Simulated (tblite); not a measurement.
Run record: tight-binding relaxation, `N#C[Se][Si@@H]([NH])[SiH3]` [radical].

Computed with GFN2-xTB geometry optimisation, gas phase (tblite 0.8.0). Start geometry: from a force field or distance geometry. A driver script takes a list of jobs; this job's settings line and coordinates (Å) are shown.

Command:
```bash
OMP_NUM_THREADS=1 python probes_run.py task.json out
```

Input:
```
{"job": {"kind": "relax", "xc": "GFN2-xTB", "basis": "xTB"}, "charge": 0, "multiplicity": 2}
N      2.655700    -2.542700     1.269100
C      2.403600    -1.657100     0.559400
Se     2.043200    -0.232500    -0.604400
Si     0.160200     0.820700     0.150900
N     -0.206200     2.242000    -0.840300
Si    -1.585700    -0.548300     0.291600
H      0.445500     1.319700     1.525000
H      0.102800     3.125400    -0.381500
H     -2.801200     0.281300     0.426200
H     -1.712100    -1.448000    -0.850000
H     -1.500500    -1.357900     1.507800
```

Output:
```
step      E/eV     max force
  0    -464.23860    4.613
  1    -464.60898    3.873
  2    -464.32841    6.982
  3    -464.76674    1.652
  4    -464.80411    0.934
  5    -464.83800    0.800
  6    -464.90034    0.700
  7    -464.93004    0.700
  8    -464.96392    0.534
  9    -464.99176    0.622
... (91 lines left out)
101    -465.21748    0.032
102    -465.21756    0.020
103    -465.21761    0.026
104    -465.21766    0.019
105    -465.21769    0.016
106    -465.21772    0.019
107    -465.21779    0.027
108    -465.21787    0.027
109    -465.21794    0.019
110    -465.21797    0.010
```

«max force» is the largest atomic force in eV/Å.

Question: From which step on does the largest force stay under 0.1 eV/Å, and how much energy is left to gain from there?

Answer: From step 81 (0.084 eV/Å), 3.1 meV above the end.

Summary of the converged run: energy lowered by 22.6 kcal/mol over 110 steps; largest atomic force 0.010 eV/Å at the end.

Question: Give the final coordinates.

Answer: 0.473 Å rms from the input after alignment:
```
atom  x, y, z in Å
N1     1.9389   -2.2532    1.5185
C2     1.9750   -1.5101    0.6399
Se3    1.9895   -0.3391   -0.7200
Si4    0.3425    1.0461    0.3125
N5     0.0089    2.1224   -0.8647
Si6   -1.4311   -0.6003    0.2827
H7     0.7970    1.0993    1.7098
H8    -0.3522    3.0519   -0.7291
H9    -2.5805    0.1377    0.7985
H10   -1.6490   -1.0743   -1.0765
H11   -1.0336   -1.6778    1.1824
```

Time: 0.63 s of wall time. Hardware: Arm Neoverse V2, one thread, shared host.
Labels such as C1 count atoms from 1, the log's own numbers from 0.
